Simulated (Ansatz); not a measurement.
B₅ was relaxed with PBE-D4 (def2-SVP) in Ansatz in these states: neutral doublet, neutral quartet. The geometries follow in no particular order.

A:

```xyz
5

B     1.3264    0.5967    0.9059
B    -0.5722   -0.8226   -1.3902
B    -1.1449    0.0554   -0.2328
B     0.5941   -0.1779   -0.3811
B    -0.2033    0.3483    1.0983
```

B:

```xyz
5

B    -1.511   -0.670    0.069
B     1.154    0.837    0.840
B     0.987    0.226   -0.617
B    -0.283    0.137    0.710
B    -0.347   -0.530   -1.003
```

Q: Judge from the bond lengths which geometry belongs to which state (an estimate).

A: A is the neutral quartet (B3–B4 1.761 Å, B4–B5 1.761 Å, B3–B5 1.657 Å); B is the neutral doublet (B3–B4 1.839 Å, B4–B5 1.839 Å, B3–B5 1.581 Å).
